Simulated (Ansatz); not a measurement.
Basis-set extrapolation for CH6AlFSi2, SMILES `F[Si]1([SiH3])[CH2][AlH]1` (PBE0-D4/def2-TZVP geometry, frozen core, Ansatz 0.2.0). Multiplicity 1, RHF reference.

```tsv
	def2-TZVPP	def2-QZVPP
HF	-960.670338	-960.701658
MP2 correlation	-0.738262	-0.797513
CCSD(T) correlation	-0.821385	not run
```

Energies in hartree. Use E(X) = E(∞) + A·exp(−7.88·√X) for Hartree–Fock and E(X) = E(∞) + B·X^(−2.97) for correlation, with X = 3 and 4, and add CCSD(T) minus MP2 of the smaller set to the MP2 limit.

Question: What is the CCSD(T) energy at the basis-set limit?

Answer: HF limit: -960.701658 + (-0.031320) × 0.13774 = -960.70597. MP2 limit: -0.797513 + (-0.059251) × 0.74074 = -0.84140. Higher-order term: -0.821385 − (-0.738262) = -0.08312. Total: -961.63049 hartree, 87.1 kcal/mol below CCSD(T)/def2-TZVPP.
